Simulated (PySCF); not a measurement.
# Where the electron goes

Species: C₇H₁₀Ge.
Atom-mapped SMILES: `[CH2:1]=[C:2]([CH3:3])[C:4]1=[CH:5][CH:6]=[CH:7][GeH2:8]1` (hydrogens: H9, H10 on C1; H11, H12, H13 on C3; H14 on C5; H15 on C6; H16 on C7; H17, H18 on Ge8)

Geometry (PBE0-D3(BJ)/def2-SVP, Å), atoms numbered from 1 in this order:
```
atom  x, y, z in Å
C1    -1.8684    0.2798    1.0696
C2    -1.3292   -0.0075   -0.1308
C3    -2.1825   -0.4992   -1.2660
C4     0.1018    0.1499   -0.3666
C5     0.7484   -0.1107   -1.5326
C6     2.2023    0.1057   -1.5938
C7     2.8312    0.5564   -0.4881
Ge8    1.4773    0.7654    0.8877
H9    -1.2545    0.6376    1.9012
H10   -2.9390    0.1658    1.2574
H11   -3.2376   -0.5743   -0.9705
H12   -1.8495   -1.4922   -1.6086
H13   -2.1152    0.1783   -2.1325
H14    0.2300   -0.4749   -2.4259
H15    2.7302   -0.1041   -2.5312
H16    3.9060    0.7415   -0.4508
H17    1.6681   -0.1530    2.1082
H18    1.2829    2.2126    1.3741
```

Computed, not measured: TDDFT CAM-B3LYP/def2-SVPD, vertical, gas phase, core orbitals frozen in the response (PySCF). The CAM-B3LYP/def2-SVPD calculation is non-relativistic and has no spin–orbit coupling, an omission that weighs most on germanium.

Frontier orbitals with the atoms that hold most of them (Löwdin shares over 4%, at most four atoms; ? is withheld):

```json
{"orbital": "LUMO+2", "ε (eV)": "1.46", "atoms": "Ge8 25%, C1 12%, H18 8%, H17 8%"}
{"orbital": "LUMO+1", "ε (eV)": "1.13", "atoms": "Ge8 36%, H18 8%, H17 8%, C3 6%"}
{"orbital": "LUMO", "ε (eV)": "?", "atoms": "?"}
{"orbital": "HOMO", "ε (eV)": "-7.37", "atoms": "?"}
{"orbital": "HOMO-1", "ε (eV)": "-9.43", "atoms": "C2 21%, C1 18%, C6 15%, C7 14%"}
{"orbital": "HOMO-2", "ε (eV)": "-9.72", "atoms": "C4 28%, Ge8 22%, C7 15%, C2 7%"}
{"orbital": "HOMO-3", "ε (eV)": "-10.18", "atoms": "Ge8 24%, C7 21%, C6 12%, H17 8%"}
```

**Question.** Which atoms hold the HOMO, and with what shares?

**Answer.** C1 (bonded to C and 2 H) 18%; C7 (bonded to C, Ge and H) 17%; C5 (bonded to 2 C and H) 16%; C4 (bonded to 2 C and Ge) 16%.

**Question.** Which atoms hold the LUMO, and with what shares?

**Answer.** C5 (bonded to 2 C and H) 17%; C7 (bonded to C, Ge and H) 15%; C4 (bonded to 2 C and Ge) 14%; C6 (bonded to 2 C and H) 14%.

**Question.** What is the LUMO energy, and the HOMO–LUMO gap?

**Answer.** ε(LUMO) = -0.68 eV; the gap is 6.68 eV (0.2456 hartree).

**Question.** The HOMO–LUMO gap is 6.68 eV. Where does the response calculation put the lowest singlet, and from which orbitals?

**Answer.** S1 is at 4.00 eV (f = 0.213), 2.68 eV below the gap, made of HOMO→LUMO (95%). 

**Question.** One configuration dominates each of S1, S2, S3 and S5. Which, and how do the shares of the two leading atoms of either orbital change from the occupied to the empty one?

**Answer.** 
- S1 (4.00 eV, f 0.213), HOMO→LUMO (95%): C1 18% → at most 14%, C7 17% → 15%, C5 16% → 17%
- S2 (5.29 eV, f 0.0002), HOMO-2→LUMO (97%): C4 28% → 14%, Ge8 22% → at most 14%, C5 at most 8% → 17%, C7 15% → 15%
- S3 (5.92 eV, f 0.0013), HOMO→LUMO+1 (90%): C1 18% → at most 6%, C7 17% → at most 6%, Ge8 at most 16% → 36%, H18 at most 16% → 8%
- S5 (6.01 eV, f 0.033), HOMO-1→LUMO (83%): C2 21% → at most 14%, C1 18% → at most 14%, C5 at most 14% → 17%, C7 14% → 15%

One conformer stands for the species.
